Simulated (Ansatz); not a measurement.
`C[O][GeH2][CH3]` → dimethyl ether + `[GeH2]` at 500 K and 1 bar (germylene formation by 1,1-elimination).

Isolated molecules relaxed with PBE0-D4/def2-TZVP in Ansatz; ΔE leaves out vibrations. CCSD(T)/CBS is the MP2 limit (def2-TZVPP, def2-QZVPP) plus CCSD(T) − MP2 in def2-TZVPP, frozen cores. For Ge outer-core shells are correlated without core-valence functions, which leaves a few kJ/mol of doubt a bond. Scalar relativity is left out up to krypton. Each species was taken in one conformer, which may not be the lowest.

```json
{"species": "`C[O][GeH2][CH3]`", "CCSD(T)/CBS energy (Eh)": "-2232.21365", "H − E (kJ/mol)": "294.2", "S (J/(mol·K))": "415.7"}
{"species": "`COC`", "CCSD(T)/CBS energy (Eh)": "-154.86276", "H − E (kJ/mol)": "238.9", "S (J/(mol·K))": "303.2"}
{"species": "`[GeH2]`", "CCSD(T)/CBS energy (Eh)": "-2077.24753", "H − E (kJ/mol)": "46.3", "S (J/(mol·K))": "239.7"}
```

H − E and S are ideal-gas, rigid-rotor, harmonic terms from PBE0-D4/def2-TZVP, for one conformer and one mirror image of each species. 1 Eh = 2625.50 kJ/mol, R = 8.31446 J/(mol·K).

Q: By hand: ΔE, ΔH, ΔS and ΔG.

A: ΔE = (-154.86276) + (-2077.24753) − (-2232.21365) = 0.10336 Eh = 271.4 kJ/mol. Δ(H − E) = 238.9 + 46.3 − 294.2 = -9.0, so ΔH = 262.4 kJ/mol. ΔS = 303.2 + 239.7 − 415.7 = 127.2 J/(mol·K). ΔG = 262.4 − 500 × (127.2)/1000 = 198.8 kJ/mol.

Q: By hand: the equilibrium constant, and the temperature at which ΔG would vanish if ΔH and ΔS stayed fixed.

A: log₁₀ K = −ΔG/(RT ln 10) = -20.8. ΔG = 0 at ΔH/ΔS = 2063 K.

The number of gas molecules changes by +1, which sets the sign of ΔS. A doubt of 5 kJ/mol in ΔE shifts log₁₀ K by 0.5 here. Other conformers and mirror images would add mixing entropy, several J/(mol·K) or more a flexible species. These are equilibria of isolated gas molecules and say nothing of rates. Largest T1 diagnostic: 0.012 (customary marks: 0.02 for closed shells, 0.045 for open ones).
